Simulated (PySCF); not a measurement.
Delta-SCF ions had no search for a lower state. Excitations are Tamm–Dancoff values on a coarser integration grid. The basis has no diffuse functions, so Rydberg states are missing or too high.

C3H5N, SMILES `C(=CC)=N` (charge 0, multiplicity 1)

Level of theory: PBE0-D4/def2-TZVP (PySCF).

The HOMO is -6.50 eV. The dipole moment is 0.345 e·Å. The HOMO–LUMO gap comes out as 6.48 eV and the LUMO comes out as -0.02 eV. The S1 excitation (TDA) is 4.56 eV. The S1 oscillator strength is 0.001, the brightest of the four lowest singlets (TDA) is 7.11 eV and the T1 excitation (TDA) is 4.04 eV. The S1–T1 gap (TDA) comes out as 0.52 eV and the vertical ionisation energy (Delta-SCF) is 8.77 eV. The total energy is -4677.31 eV and the cost is about 100 core-seconds (a rough figure).

```xyz
9

C     -1.2779     0.2388    -0.0838
C     -0.0486    -0.6109     0.0313
C      1.1658    -0.1662    -0.1504
N      2.2868     0.2219    -0.4424
H     -1.0254     1.2641    -0.3557
H     -1.9534    -0.1545    -0.8488
H     -1.8309     0.2658     0.8595
H     -0.1495    -1.6601     0.2896
H      2.8331     0.6012     0.3295
```
Charge 0, spin multiplicity 1.
